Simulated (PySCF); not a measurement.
BrSi, SMILES Br[Si] (connectivity only; charge and spin as stated), charge +1, multiplicity 1. Atoms are numbered in the order given.

```xyz
2

Si     0.0000     0.0000    -1.5160
Br     0.0000     0.0000     0.6064
```
Charge +1, spin multiplicity 1.

Geometry optimised at B3LYP-D3(BJ)/def2-TZVP. The spin state was assumed, not searched.

Vertical ionisation energy (IE) and electron affinity (EA) in eV. Rows of orbital energies are one-electron estimates. Where ΔSCF, EOM or ADC give a negative EA the extra electron is unbound and the value depends on the basis.

```csv
level,IE,EA
"−ε(HOMO), −ε(LUMO), ωB97X/def2-TZVPD (PySCF)",17.79,7.27
"−ε(HOMO), −ε(LUMO), PBE0/def2-TZVPD (PySCF)",15.56,9.46
EOM-CCSD/aug-cc-pVDZ (PySCF),18.06,7.02
ADC(2)/aug-cc-pVDZ (PySCF),17.80,7.24
```

### Question
Beyond the first one, list the lowest photoelectron lines from ADC(2)/aug-cc-pVDZ (PySCF 2.14.0) with their pole strengths (two spins summed). (The exact figures need the calculation; the answer reports its results.)

### Answer
17.91 eV (1.82), 17.91 eV (1.82), 22.67 eV (1.72).
